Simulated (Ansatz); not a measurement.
A saddle search, step by step

SiH₄O₃, closed shell, revPBE-D4/def2-SVP (Ansatz 0.2.0). Settings; a guess of the unstable mode was typed too, and convergence needs a confirmed negative curvature besides the force tolerance:

```yaml
hamiltonian: {xc: {name: revPBE}, dispersion: d4}
saddle:
  f_tol: 0.1
  max_steps: 40
```

Start:

```csv
atom,x (Å),y (Å),z (Å)
Si1,-0.6039,-0.3055,0.9436
O2,0.1574,-1.0173,-0.5928
H3,-0.2812,-0.0115,-0.9763
O4,0.7576,0.3481,1.5950
O5,-0.9760,0.8355,-0.5264
H6,-0.1282,-1.8642,-1.0015
H7,1.4793,0.4165,1.0161
H8,-0.5488,1.7934,-0.3419
```

```tsv
step	energy less the last (meV)	largest force component (eV/Å)
1	470.7	4.242
2	122.4	2.644
3	32.6	0.662
4	17.9	0.362
5	9.5	0.313
6	2.6	0.184
7	1.3	0.105
8	0.8	0.060
9	0.0	0.019
```

Step 3, positions (Å) and forces (eV/Å):

| atom | x | y | z | Fx | Fy | Fz |
| --- | --- | --- | --- | --- | --- | --- |
| Si1 | -0.657 | -0.341 | 0.961 | -0.662 | -0.362 | 0.332 |
| O2 | 0.205 | -1.041 | -0.589 | 0.354 | -0.214 | -0.356 |
| H3 | -0.282 | 0.006 | -0.998 | -0.121 | 0.194 | 0.084 |
| O4 | 0.741 | 0.343 | 1.593 | 0.612 | 0.325 | 0.133 |
| O5 | -0.974 | 0.895 | -0.486 | 0.066 | 0.288 | -0.247 |
| H6 | -0.131 | -1.866 | -0.987 | -0.093 | 0.008 | 0.008 |
| H7 | 1.513 | 0.420 | 0.993 | -0.133 | -0.015 | 0.091 |
| H8 | -0.559 | 1.779 | -0.372 | -0.023 | -0.224 | -0.046 |

Step 4, positions (Å) and forces (eV/Å):

```tsv
atom	x	y	z	Fx	Fy	Fz
Si1	-0.660	-0.342	0.969	-0.362	-0.212	0.231
O2	0.214	-1.042	-0.597	0.244	-0.230	-0.283
H3	-0.284	-0.005	-0.998	-0.021	0.167	0.090
O4	0.746	0.351	1.602	0.324	0.194	0.062
O5	-0.972	0.890	-0.490	-0.026	0.281	-0.123
H6	-0.146	-1.856	-0.998	-0.057	0.012	0.031
H7	1.513	0.428	0.999	-0.090	-0.012	0.049
H8	-0.554	1.771	-0.371	-0.012	-0.201	-0.057
```

Step 6, positions (Å) and forces (eV/Å):

| atom | x | y | z | Fx | Fy | Fz |
| --- | --- | --- | --- | --- | --- | --- |
| Si1 | -0.668 | -0.350 | 0.987 | 0.184 | 0.100 | -0.002 |
| O2 | 0.248 | -1.056 | -0.618 | -0.077 | 0.005 | -0.033 |
| H3 | -0.270 | -0.029 | -0.981 | 0.088 | 0.045 | 0.043 |
| O4 | 0.747 | 0.376 | 1.614 | -0.174 | -0.059 | -0.034 |
| O5 | -0.979 | 0.884 | -0.489 | -0.056 | 0.002 | 0.041 |
| H6 | -0.190 | -1.829 | -1.023 | 0.008 | -0.006 | 0.019 |
| H7 | 1.500 | 0.451 | 0.996 | 0.009 | -0.001 | -0.023 |
| H8 | -0.533 | 1.748 | -0.369 | 0.019 | -0.085 | -0.011 |

Last step (9):

Si1  (-0.666, -0.353, 0.984)
O2  (0.248, -1.057, -0.622)
H3  (-0.264, -0.028, -0.976)
O4  (0.736, 0.388, 1.604)
O5  (-0.985, 0.881, -0.485)
H6  (-0.198, -1.827, -1.026)
H7  (1.493, 0.464, 0.991)
H8  (-0.508, 1.726, -0.354)
(Å)

Hardware: 2 CPU threads of an Arm Neoverse V1, shared host. Wall time about 59 s.
